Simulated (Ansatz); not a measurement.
Stepwise reaction of `[SiH3]OB(S)S` with hydrogen fluoride, as a gas-phase model of exchange steps in deposition or etching. ΔE in kJ/mol.

Program: Ansatz. Geometries: PBE0-D4/def2-TZVP. ΔE: electronic, gas phase. CBS: MP2 limit from def2 TZ/QZ plus the TZ coupled-cluster correction, frozen cores. This one scheme is used for every species. Functionals use def2-TZVPP. B3LYP here is the variant with VWN-RPA as its local correlation; programs differ in this. One conformer a species, not always the lowest.

| step | reaction | PBE-D4 | B3LYP-D4 | ωB97M-V | CCSD(T)/CBS |
| --- | --- | --- | --- | --- | --- |
| 1 | `[SiH3]OB(S)S` + H–F → `FB(S)O[SiH3]` + H₂S | -67.2 | -79.2 | -81.6 | -71.1 |

Problem. Give the row of step 2, `FB(S)O[SiH3]` + H–F → `FB(F)O[SiH3]` + H₂S. (Best estimate.)

Solution. Computed: 
```csv
step,reaction,PBE-D4,B3LYP-D4,ωB97M-V,CCSD(T)/CBS
2,`FB(S)O[SiH3]` + H–F → `FB(F)O[SiH3]` + H₂S,-69.2,-82.4,-83.5,-76.7
```

Problem. By hand: ΔE of the 2 steps together at CCSD(T)/CBS.

Solution. (-71.1) + (-76.7) = -147.8 kJ/mol, or -73.9 kJ/mol a step.

In ΔE each step is lower than the one before. All are downhill at CCSD(T)/CBS. PBE-D4 differs from CCSD(T)/CBS by 3.9 to 7.5 kJ/mol a step. Isolated molecules leave out the surface, adducts and barriers. Largest T1 diagnostic: 0.013.
